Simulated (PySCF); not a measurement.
**Radial density of P⁺ (phosphorus, charge +1)**

LC-wPBE, [Ne] 3s2 3p1 4s1, 4s spin antiparallel (an excited configuration). All numbers are calculated (PySCF 2.14, the spin-free X2C one-electron Hamiltonian (Gaussian nucleus), in aug-cc-pCVTZ-DK).

```
r (bohr)  4πr²ρ (e/bohr)  4πr²(ρα − ρβ)
 0.00136         0.05996         0.0000
 0.00229          0.1571        -0.0001
 0.00386          0.4074        -0.0003
 0.00649           1.031        -0.0006
  0.0109           2.489        -0.0015
  0.0184           5.523        -0.0033
  0.0309           10.61        -0.0055
  0.0519           15.97        -0.0043
  0.0873           16.37         0.0133
   0.147           11.51         0.0619
   0.247           12.83         0.1089
   0.416           15.59         0.0596
   0.699           6.750         0.0018
    1.18           2.141         0.2934
    1.98           1.583         0.5311
    3.33          0.3803        -0.0778
    5.60          0.2117        -0.2071
    9.41        0.006145        -0.0061
```

Densities and radii are taken from the X2C orbitals without a picture-change correction, which distorts them close to the nucleus.

The outer electron is Rydberg-like, and this basis confines it to a smaller radius and binds it less than a complete one would. With the s spin flipped the determinant is a mixture of two multiplicities, not a spectroscopic state.
